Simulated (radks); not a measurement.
Spherical jellium clusters: N electrons in a uniform positive sphere of charge N and radius rs N^(1/3), rs = 3.56 bohr. Calculated with a radial shooting solver with Libxc functionals: non-relativistic Kohn-Sham, exchange-only LDA, spin-polarised, spherical densities. Levels are named by radial order and angular momentum (1s, 1p, 1d, 2s, ...), and open shells are averaged over m. Each electron was tried in the lowest free levels, single moves between levels near the top were tried too, and the lowest total energy was kept; such a search can miss a lower state. Energies include the self-energy of the background; IP and EA are vertical (highest electron removed, lowest free level filled), at fixed background; spill-out counts the electrons outside the background radius R, and alpha is the static dipole polarisability from linear response (closed shells only). A dash means not computed or, for alpha, an open shell; in EA it means that no bound solution was reached, which is typical of self-interaction and does not show that the anion is unstable. Real open-shell clusters deform, which this model forbids.

N	open shells	2S	E/N (eV)	E(N+1) + E(N-1) - 2E(N) (eV)	EA (eV)	spill-out (e)	alpha/R^3
1	1s(up 1, down 0)	1	-0.714	-	-	0.44	-
2	none	0	-0.852	0.824	-	0.66	1.914
3	1p(up 1, down 0)	1	-0.623	-0.752	-	1.00	-
4	1p(up 2, down 0)	2	-0.696	-0.567	-	1.20	-
5	1p(up 3, down 0)	3	-0.854	0.922	-	1.34	-
6	1p(up 3, down 1)	2	-0.805	-0.619	-	1.51	-
7	1p(up 3, down 2)	1	-0.859	-0.424	-	1.65	-
8	none	0	-0.952	1.334	-	1.76	1.605
9	1d(up 1, down 0)	1	-0.876	-0.348	-	1.97	-
10	1d(up 2, down 0)	2	-0.850	-0.299	-	2.14	-
11	1d(up 3, down 0)	3	-0.856	-0.258	-	2.28	-
12	1d(up 4, down 0)	4	-0.883	-0.224	-	2.40	-
13	1d(up 5, down 0)	5	-0.923	0.452	-	2.50	-
14	1d(up 5, down 0) 2s(up 1, down 0)	6	-0.925	0.297	-	2.76	-
15	1d(up 5, down 1) 2s(up 1, down 0)	5	-0.906	-0.288	-	2.85	-
16	1d(up 5, down 2) 2s(up 1, down 0)	4	-0.908	-0.292	-	2.95	-
17	1d(up 5, down 4)	1	-0.927	-0.252	1.214	2.93	-
18	none	0	-0.958	0.089	1.172	3.02	1.460
19	2s(up 1, down 0)	1	-0.981	0.351	-	3.19	-
20	none	0	-0.984	0.554	-	3.42	1.507
21	1f(up 1, down 0)	1	-0.961	-0.178	-	3.53	-
22	1f(up 2, down 0)	2	-0.948	-0.162	-	3.64	-
23	1f(up 3, down 0)	3	-0.942	-0.148	-	3.73	-
24	1f(up 4, down 0)	4	-0.944	-0.136	-	3.82	-
25	1f(up 5, down 0)	5	-0.951	-0.125	1.150	3.90	-
26	1f(up 6, down 0)	6	-0.962	-0.116	1.264	3.98	-
27	1f(up 7, down 0)	7	-0.976	0.670	-	4.05	-
28	1f(up 7, down 0) 2p(up 1, down 0)	8	-0.966	-0.099	-	4.30	-
29	1f(up 7, down 0) 2p(up 2, down 0)	9	-0.959	-	1.013	4.53	-

All shells are closed at N = 2, 8, 18, 20 (there: 1s2 1p6 1d10 2s2); the second difference of the energy has clear peaks (12 % above both neighbours; the first and last values, which can be the largest, are not judged, and half-filled shells can peak too) at N = 5, 8, 13, 20, 27.
